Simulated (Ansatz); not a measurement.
A structure relaxed at r2SCAN-D4/def2-TZVP in Ansatz, charge 0, singlet:

```xyz
3

Mo   -1.472    0.364   -0.371
O     1.332   -0.329    0.336
O     0.140   -0.035    0.035
```

Give its formula and point group.

the cluster MoO₂. Point group C∞v (tolerance 0.1 Å).

Summarise the bond lengths by kind (pairs closer than 1.2 times the sum of covalent radii, bridged metal pairs left out).

1 × Mo–O 1.71 Å; 1 × O–O 1.26 Å. The metal has 1 neighbour: O 1.71 Å.

In the def2 sets Mo takes a core potential; there is no spin–orbit coupling. The structure holds 1 bond(s) between oxygen atoms. The restricted singlet is unstable towards broken spin symmetry in Hartree–Fock (as tested in another run); at r2SCAN-D4/def2-TZVP this wasn't settled. No other spin state of charge 0 was run. Another isomer (triplet) lies 7.24 eV lower at PBE0-D4/def2-TZVP; other spin states weren't run for this one.
